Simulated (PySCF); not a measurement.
# Dipole moment and polarisability of `CC(C)S(=O)(=O)Cl`

Compound: C3H7ClO2S.
Geometry (GFN2-xTB, Å), atoms numbered from 1 in this order:
```
atom  x, y, z in Å
C1    -0.2942    1.4631    0.1372
C2    -0.3192    0.0730   -0.4434
C3    -1.1050   -0.9543    0.3290
S4     1.4049   -0.5117   -0.4683
O5     1.4770   -1.8712   -0.8987
O6     2.2610    0.4447   -1.0935
Cl7    1.8945   -0.5114    1.5102
H8     0.4515    2.0617   -0.3814
H9    -1.2655    1.9429    0.0317
H10   -0.0384    1.4275    1.1940
H11   -0.5763    0.0760   -1.5028
H12   -0.8120   -0.9415    1.3766
H13   -0.9061   -1.9441   -0.0755
H14   -2.1729   -0.7552    0.2631
```

Level: wB97X-D/def2-SVPD (PySCF), static field, nuclei fixed, core orbitals frozen in the response. The polarisability tensor in these axes (au):

```
x   78.36 -1.82  2.31
y   -1.82 72.88 -0.36
z    2.31 -0.36 77.05
```

Q: Diagonalise the tensor; give its mean and Δα, where Δα² is half the sum of the squared differences of the eigenvalues.

A: Principal values 72.30, 75.50 and 80.48 au; mean 76.10 au = 11.28 Å³ = 12.55 × 10⁻⁴⁰ C²·m²/J; Δα = 7.14 au (9 % of the mean).

Q: What is the dipole moment, and where does it point?

A: (-4.23, 1.52, 1.09) D, 4.62 D in size, pointing from the negative to the positive side. Measured along this direction, the outermost atoms are O6 and O5 at the negative end and H9 and H14 at the positive end.

Q: Give the eigenvalues of the traceless quadrupole moment Θ = ½Σq(3rr − r²1), origin at the centre of nuclear charge.

A: -4.02, -3.82, 7.84 D·Å. The values depend on the origin, since the dipole doesn't vanish. The electronic extent ⟨r²⟩ about the same centre is 963 bohr², a root-mean-square distance of 1.91 Å for the 74 electrons.

Q: Refractivity n − 1 of an ideal gas of it at 500 K and 1 atm, from the electronic α?

A: N = p/kT = 1.4678 × 10¹⁹ cm⁻³, so n − 1 = 2π × N × 11.28 × 10⁻²⁴ cm³ = 1040 × 10⁻⁶ at long wavelengths.

Q: Give the principal axes and the span of the nuclei along them.

A: Largest value along (0.80, -0.22, 0.56), where the nuclei span 3.90 Å; middle along (-0.51, 0.24, 0.82), 3.30 Å; least along (0.32, 0.95, -0.08), 4.24 Å. The strongest response doesn't lie along the longest of the three spans.

Q: Form Σ f/ω² (atomic units) for the 8 lowest TDDFT singlets, given as eV and f, and set it beside the mean polarisability, which is this sum over all singlets: 6.04, 0.0052; 6.60, 0.0419; 6.75, 0.0023; 6.80, 0.0414; 7.84, 0.0082; 8.02, 0.1302; 8.61, 0.0017; 8.71, 0.0390.

A: They add up to 3.51 au, 4.6 % of the 76.10 au; the largest single term is 1.50 au, from the state at 8.02 eV. Terms in order: 0.11, 0.71, 0.04, 0.66, 0.10, 1.50, 0.02, 0.38 au. Higher excitations give the rest. The strengths listed sum to 0.270.

Geometry: GFN2-xTB, one conformer, isolated molecule.
